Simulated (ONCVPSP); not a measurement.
**tantalum, ONCV: configuration errors across variants**

- Element: Ta (Z = 73)
- Generator: ONCVPSP 4.0.1
- Type: optimised norm-conserving Vanderbilt (ONCV)
- Functional: PBE
- Relativity: scalar-relativistic
- Frozen core: [Kr] 4d10 4f14
- Valence charge: 13
- Reference configuration: 5s2 5p6 5d3 6s1 (charge +1)
- Partial waves: 5s+6s: rc 1.45 bohr, ncon 4, nbas 8, qcut 7.7 1/bohr, 2 projectors; 5p: rc 1.95 bohr, ncon 5, nbas 9, qcut 8.1 1/bohr, 2 projectors, debl 1.8 Ha; 5d: rc 1.75 bohr, ncon 5, nbas 10, qcut 5.1 1/bohr, 3 projectors, debl 2.6 Ha
- Local potential: polynomial inside 1.40 bohr (lpopt 4, dvloc0 -1 Ha)
- Core correction: Teter function, parameters optimised by the program

All-electron excitation energies from the reference (eV): (1) 5s2 5p6 5d3 6s2 -8.468; (2) 5s2 5p6 5d3 6s0 14.972; (3) 5s2 5p6 5d2 6s0 38.576; (4) 5s2 5p6 5d2 6s2 -0.787.

2 further variants failed, have other tests or too few solved ones, and are left out.

Errors AE − PS in meV (a dash: test not solved or not reliable):

```tsv
change	(1)	(2)	(3)	(4)	bound ghosts	GHOST(+) flags above zero
base	+4.9	+1.7	-5.7	-2.3	none	s
local potential polynomial inside 1.25 bohr (lpopt 5, dvloc0 0 Ha)	+4.9	+1.7	-5.7	-2.3	none	s
s: nproj 3	+4.9	+1.7	-5.7	-2.3	none	s
```

Task: Give the same row for: core correction polynomial model core, fcfact 0.65.

Result: +2.1, -6.4, -35, -5.2; bound ghosts: none; GHOST(+) flags above zero: s.
